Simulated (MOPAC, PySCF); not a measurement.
CH₄OSi, SMILES `C[SiH]=O`, neutral singlet in the gas phase. 

Cartesian coordinates (Å):
SMILES: O=[SiH]C
```xyz
7

C     -0.8350    -0.0424    -0.0572
Si     1.0086     0.1167     0.0531
O      1.8216     1.3796    -0.1861
H     -1.0994    -0.7998    -0.8008
H     -1.2371    -0.3826     0.9015
H     -1.2990     0.9051    -0.3267
H      1.6403    -1.1765     0.4162
```
Charge 0, multiplicity 1.

All levels are single points at this geometry (B3LYP-D3(BJ)/def2-TZVP); Pople sets use spherical d functions. Orbital energies aren't observables, and empty levels follow the basis.

PBE-D3(BJ)/def2-TZVP in PySCF gives dipole (D) = 4.16.

### Question
Estimate the dipole (D) from each of these levels: B3LYP-D3(BJ)/def2-TZVP in PySCF; B3LYP/3-21G in PySCF; B3LYP/6-31G* in PySCF; BP86/6-31G* in PySCF; M06-2X/6-31G* in PySCF; HF/6-31G* in PySCF; PM3 in MOPAC; PM6 in MOPAC.

### Answer

| level | dipole (D) |
|---|---|
| B3LYP-D3(BJ)/def2-TZVP in PySCF | 4.39 |
| B3LYP/3-21G in PySCF | 3.64 |
| B3LYP/6-31G* in PySCF | 4.13 |
| BP86/6-31G* in PySCF | 3.94 |
| M06-2X/6-31G* in PySCF | 4.30 |
| HF/6-31G* in PySCF | 4.81 |
| PM3 in MOPAC | 3.07 |
| PM6 in MOPAC | 4.54 |
